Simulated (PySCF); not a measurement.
(HGaNH)3 ring, Ga3H6N3.
Structure used (PBE0-D3(BJ)/def2-SVP), in Å, numbered top down from 1:
```
atom  x, y, z in Å
Ga1   -0.3622   -1.6470   -0.8554
H2    -0.6705   -3.0029   -1.5628
N3     1.3402   -1.0601   -0.5117
Ga4    1.7982    0.5060    0.3227
H5     3.2743    0.9298    0.5968
N6     0.3592    1.5343    0.8049
Ga7   -1.4074    1.1197    0.5439
H8    -2.5761    2.0526    0.9899
N9    -1.6686   -0.4919   -0.2899
H10    2.1006   -1.6704   -0.7964
H11    0.5591    2.4152    1.2694
H12   -2.6312   -0.7680   -0.4605
```

Computed, not measured: PBE0-D3(BJ)/def2-SVP geometry optimisation, gas phase (PySCF).

Task: Which atoms are bound to Ga1, and at what distances?

Result: 3 atoms: H2 1.560 Å, N3 1.833 Å, N9 1.833 Å. The nearest atom not counted as bound is H10, at 2.46 Å (others tie with it).

Task: List the angles at Ga1.

Result: 
| angle | degrees | distance of the outer atoms (Å) |
| --- | --- | --- |
| H2–Ga1–N3 | 123.1 | 2.99 |
| H2–Ga1–N9 | 123.1 | 2.99 |
| N3–Ga1–N9 | 113.7 | 3.07 |

Task: What is the shape at Ga1?

Result: Planar: angles 123.1°, 123.1° and 113.7°, sum 360.0°, 0.00 Å off the plane of its three neighbours.

Task: What are the other bond lengths?

Result: N3–H10, N6–H11, N9–H12 1.016 Å.

Task: Give some angles away from the centre.

Result: Ga1–N3–Ga4 126.2°.

Task: What are the rotational constants (commonest isotopes, rigid rotor)?

Result: A = 1089, B = 1087, C = 544.1 MHz: an oblate symmetric top.

Point group: D3h (tolerance 0.08 Å). Charge 0, singlet. Not checked by PBE0-D3(BJ)/def2-SVP frequencies.

On one thread of an AMD EPYC, no GPU, shared host with 64 logical CPUs at a one-minute load of 62, this took 4.3 min wall and 0.80 GiB of memory at its peak. That covers the optimisation of the geometry.

One conformer stands for the species.
